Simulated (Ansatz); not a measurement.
Cost and result up the ladder for the cluster Sn₆ (6 atoms). The state is a singlet with charge 0. Geometry: PBE-D4/def2-SVP.

```xyz
6

Sn   -1.441   -0.201   -0.441
Sn    3.242    0.309   -1.708
Sn   -0.565    0.260    2.468
Sn    0.748   -1.102   -2.171
Sn   -3.321    0.069    1.578
Sn    1.337    0.665    0.274
```

Ansatz on 4 threads of Intel Xeon Platinum 8488C on a shared host. Times are rough, and most runs start from the orbitals of an earlier one. No level here is sound enough to serve as a yardstick. Binding counts from free atoms at the same level (Sn triplet; other spins of the atoms weren't run), without zero-point energy or a counterpoise term.

In the def2 sets Sn takes a core potential; there is no spin–orbit coupling. Correlated methods freeze 24 core orbitals; core or outer-core shells of Sn are correlated, in sets that lack core-valence functions. The rows differ in basis, and correlated rows in double-zeta sets carry the largest basis error. Another isomer (singlet) lies 1.81 eV lower at PBE0-D4/def2-TZVP; other spin states weren't run for this one.

Correlated methods converge slowly with the basis, most of all in double-zeta sets.

```tsv
level	functions	wall time
PBE-D4/def2-TZVP (with forces)	300	4.1 s
r2SCAN-D4/def2-TZVP	300	7 s
PBE0-D4/def2-TZVP	300	10 s
CAM-B3LYP-D4/def2-TZVP	300	12 s
ωB97X-V/def2-TZVP	300	23 s
CCSD(T)/def2-SVP	156	86 s
```

Estimate what each level gives for the binding energy per atom (eV).


```csv
level,binding energy per atom (eV),remarks
PBE-D4/def2-TZVP (with forces),2.48,restricted SCF unstable in HF
r2SCAN-D4/def2-TZVP,2.34,restricted SCF unstable in HF
PBE0-D4/def2-TZVP,2.31,restricted SCF unstable in HF
CAM-B3LYP-D4/def2-TZVP,2.06,restricted SCF unstable in HF
ωB97X-V/def2-TZVP,2.14,restricted SCF unstable in HF
CCSD(T)/def2-SVP,1.98,restricted SCF unstable
```
